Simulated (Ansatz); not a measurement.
Program: Ansatz. Geometries: PBE0-D4/def2-TZVP. ΔE: electronic, gas phase. CCSD(T)/CBS is the MP2 limit (def2-TZVPP, def2-QZVPP) plus CCSD(T) − MP2 in def2-TZVPP, frozen cores. This one scheme is used for every species. Functionals use def2-TZVPP. B3LYP here is the variant with VWN-RPA as its local correlation; programs differ in this. Each species was taken in one conformer, which may not be the lowest.

Consider the redistribution: `F[SiH2]N[Si](F)(Cl)Cl` + `[AlH3]` → `F[SiH](Cl)Cl` + `F[SiH2][NH][AlH2]`.

Task: Is it downhill or uphill in electronic energy at CCSD(T)/CBS, and by how much? (Estimate.)

Result: Ansatz gave: Downhill: ΔE = -37.4 kJ/mol.

Task: What do these levels give: ωB97X-V, PBE-QIDH, revPBE, BLYP, B3LYP, HF/def2-TZVPP? (Estimate.)

Result: The calculation gave: ωB97X-V -33.9, PBE-QIDH -36.3, revPBE -45.9, BLYP -49.0, B3LYP -44.3, HF/def2-TZVPP -33.6 kJ/mol.

Largest T1 diagnostic among the species: 0.012.

The D4 term adds +10.1 kJ/mol with B3LYP and +5.9 kJ/mol with PBE0; it sums over pairs of atoms, weighted by their polarisabilities, and B3LYP, whose exchange is more repulsive, gets the larger term. In def2-TZVPP, CCSD(T) changes the Hartree–Fock value by −3.6 kJ/mol (the triples alone add −0.5 kJ/mol) and MP2 by −4.7 kJ/mol.
